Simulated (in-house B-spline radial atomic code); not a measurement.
F⁶⁺. Computed with a B-spline radial atomic code. Model: all-electron spherical atom, spin shells full or empty, radial basis limit, no spin-orbit coupling: exact exchange with a local potential (Slater, KLI or optimised effective potential, whose far tail is KLI's), no correlation.

Empty minority-spin level lies below the highest occupied level: each spin potential is zero at infinity, spin occupations fixed.

The run also made RPA and GW results, which its time includes.

The Slater potential averages the orbital exchange potentials with the orbital densities as weights, KLI adds orbital constants, and the optimised effective potential minimises the exact-exchange energy among local potentials. So their energies lie above Hartree-Fock in the order OEP, KLI, Slater. All fall off as −1/r, unlike LDA and GGA exchange.

Command:
```bash
python run_gw.py task.json out
```
Settings (lengths in bohr, energies in hartree):
```
Z                      9
electrons              3
configuration          [He] 2s1
hamiltonian            nr
method                 kli
lmax                   9
spin_polarised         True
box_radius             9.29
intervals              61
ion_configuration      1s2
```

Cost of the run: 2.2 s on 1 thread of Arm Neoverse N1, on a shared host.

Given: hamiltonian non-relativistic; mean-field start exchange-only KLI.

Computed: energy above Hartree-Fock 0.57463 millihartree; virial ratio -E/T less 1 -0.001036.

```
radius (bohr)  r times exchange potential up (hartree bohr)  r times exchange potential down (hartree bohr)
      0.00556                                     -0.043941                                       -0.048105
      0.00654                                      -0.05165                                        -0.05655
      0.00769                                     -0.060677                                       -0.066444
      0.00905                                     -0.071315                                       -0.078109
       0.0107                                     -0.084166                                       -0.092213
       0.0125                                     -0.098107                                        -0.10753
       0.0147                                      -0.11501                                        -0.12612
       0.0174                                      -0.13554                                        -0.14874
       0.0204                                             ?                                               ?
        0.024                                      -0.18452                                        -0.20294
       0.0283                                      -0.21537                                        -0.23728
       0.0333                                      -0.25008                                        -0.27615
       0.0392                                       -0.2893                                        -0.32043
       0.0461                                      -0.33264                                        -0.36989
       0.0542                                      -0.37994                                        -0.42467
       0.0638                                      -0.43088                                        -0.48488
       0.0751                                             ?                                               ?
       0.0883                                      -0.53645                                        -0.61598
        0.104                                      -0.58703                                        -0.68417
        0.122                                      -0.63069                                        -0.74902
        0.144                                      -0.66626                                        -0.81181
        0.169                                      -0.68708                                        -0.86537
        0.199                                      -0.68993                                        -0.91073
        0.234                                       -0.6686                                        -0.94529
        0.276                                      -0.61589                                        -0.96993
        0.325                                      -0.54378                                        -0.98524
        0.382                                      -0.51717                                        -0.99363
         0.45                                      -0.58656                                        -0.99769
        0.529                                      -0.69472                                         -0.9993
        0.623                                      -0.79432                                        -0.99983
        0.733                                      -0.87274                                        -0.99997
        0.862                                      -0.92961                                              -1
         1.01                                      -0.96575                                              -1
         1.19                                      -0.98645                                              -1
          1.4                                      -0.99566                                              -1
         1.65                                      -0.99896                                              -1
         1.94                                      -0.99981                                              -1
```

Task: What belongs in the row 0.0204?

Result: r times exchange potential up (hartree bohr): -0.15803; r times exchange potential down (hartree bohr): -0.17358.

Task: What belongs in the row 0.0751?

Result: r times exchange potential up (hartree bohr): -0.48382; r times exchange potential down (hartree bohr): -0.54928.

```json
{"occupied": "1s up", "level (hartree)": "-32.387", "Hartree-Fock level (hartree)": "-33.58"}
{"occupied": "1s down", "level (hartree)": "-33.421", "Hartree-Fock level (hartree)": "-33.426"}
{"occupied": "2s up", "level (hartree)": "-6.7935", "Hartree-Fock level (hartree)": "-6.7938"}
```

```
  empty  level (hartree)
2s down           -7.118
2p down          -6.7827
  2p up                ?
3s down          -2.9827
  3s up          -2.9107
3p down          -2.8765
  3p up                ?
3d down          -2.7657
  3d up          -2.7217
```

Task: What belongs in the row 2p up?

Result: level (hartree): -6.274.

Task: What belongs in the row 3p up?

Result: level (hartree): -2.7732.

The highest level, 2s up, differs from Hartree-Fock by +0.0084 eV and the deepest, 1s down, by +0.14 eV: a local potential can match the highest level but can't give each shell its own exchange.
